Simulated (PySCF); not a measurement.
Adding and removing an electron: SnO

PBE0; PySCF, scalar-relativistic core potentials, basis sets Sn def2-TZVPPD with ECP28, O def2-TZVPPD. Neutral (UKS): singlet (closed shell), Re = 1.818 Å, ωe = 869 cm⁻¹, De = 5.36 eV, HOMO -7.72 eV, LUMO -2.33 eV.

SnO⁺ (UKS): doublet (π ↑), Re = 1.973 Å, ωe = 644 cm⁻¹, De = 3.23 eV to Sn⁺ + O. The energies at the minima are -289.47505 hartree for SnO and -289.12842 for SnO⁺.

(1) Work out the adiabatic ionisation energy, without and with harmonic zero-point energies (1 hartree = 27.2114 eV, 1 eV = 8065.5 cm⁻¹), and the change of the bond length.

These are scalar-relativistic numbers at best; spin–orbit coupling would shift them, the dissociation energy most. For an ion De counts to the pair picked by the measured ionisation energies or electron affinities, which need not be the lowest pair at this level. States were picked by a PBE0 search and need not be the measured ground states.

Answers

(1) At PBE0: 0.34663 hartree = 9.432 eV between the minima; the zero-point term (644.0 − 869.0)/2 cm⁻¹ = -0.014 eV makes it 9.418 eV. Re changes by +15.5 pm against the neutral. Minus the HOMO energy is 7.72 eV, -1.71 eV from the value between the minima; self-interaction puts the Kohn–Sham level too high, less so with exact exchange. The electron leaves a π orbital; in so polar a molecule the change of length follows mostly from the change of the ionic charges.
